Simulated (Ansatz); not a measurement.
CH7FOSi2 can be A, `OC(F)[SiH2][SiH3]`, or B, `C[SiH2]O[SiH2]F`.

Isolated molecules relaxed with PBE0-D4/def2-TZVP in Ansatz; ΔE leaves out vibrations. CCSD(T)/CBS is the MP2 limit (def2-TZVPP, def2-QZVPP) plus CCSD(T) − MP2 in def2-TZVPP, frozen cores. DFT in def2-TZVPP. B3LYP here is the variant with VWN-RPA as its local correlation; programs differ in this. Each species was taken in one conformer, which may not be the lowest.

(1) Which isomer does CCSD(T)/CBS put lower? Give the gap. (Estimate.)

(2) Give E(B) − E(A) in kJ/mol with PBE-D4, PBE0-D4, r2SCAN-D4, ωB97M-V, B2PLYP, CCSD(T)/def2-TZVPP, B3LYP. (Estimate.)

Largest T1 diagnostic: 0.013.

Answers

(1) The calculation gave: B, by 526.9 kJ/mol.

(2) The calculation gave: PBE-D4 -461.5, PBE0-D4 -485.0, r2SCAN-D4 -507.5, ωB97M-V -515.8, B2PLYP -525.6, CCSD(T)/def2-TZVPP -518.8, B3LYP -509.3. None reverses the order clearly.

From PBE to PBE0 (25 % exact exchange), in def2-TZVPP and without D4, E(B) − E(A) moves by −23.5 kJ/mol. In def2-TZVPP, CCSD(T) changes the Hartree–Fock value by +35.4 kJ/mol (the triples alone add +7.2 kJ/mol) and MP2 by +8.0 kJ/mol.
